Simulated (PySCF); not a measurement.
Se⁺: ionisation energy

Se⁺ [Ar] 3d10 4s2 4p3 (4S) → Se²⁺ [Ar] 3d10 4s2 4p2 (3P), as a difference of total energies. Computed with PySCF 2.14 in 6-31G* (5s4p3d, 32 functions), with no relativity, point nucleus. Correlated levels: valence: [Ar] 3d10 frozen. The calculations carry no spin-orbit coupling.

```
           method  ionisation energy (eV)  difference from reference (eV)
              UHF                  20.889                          -0.307
            M06-L                  21.119                          -0.077
              LDA                  21.574                          +0.378
    MP2 (valence)                  21.221                          +0.025
SCS-MP2 (valence)                  21.103                          -0.093
   CCSD (valence)                  21.160                          -0.036
CCSD(T) (valence)                  21.163                          -0.033
```

Reference: 21.196 ± 0.01 eV (measured; NIST Atomic Spectra Database, ionization energies).

These non-relativistic numbers lack the scalar-relativistic shift.

The reference lies between the lowest fine-structure levels, while these numbers refer to the centres of the terms.

Errors of the correlated levels include the incompleteness of this basis and the frozen core.
